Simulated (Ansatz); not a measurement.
A structure relaxed at PBE-D4/def2-TZVP in Ansatz, charge 0, doublet:

```xyz
3

Li    0.295   -1.330    0.965
Sn   -0.241    1.418    0.583
Sn   -0.054   -0.088   -1.549
```

**Question.** Give its formula and point group.

**Answer.** the cluster LiSn2 (the lowest doublet isomer of a short search). Point group C2v (tolerance 0.1 Å).

**Question.** Summarise the bond lengths by kind (pairs closer than 1.2 times the sum of covalent radii, bridged metal pairs left out).

**Answer.** 2 × Li–Sn 2.83 Å; 1 × Sn–Sn 2.62 Å.

In the def2 sets Sn takes a core potential; there is no spin–orbit coupling. The structure comes from a short search, and lower isomers may exist.
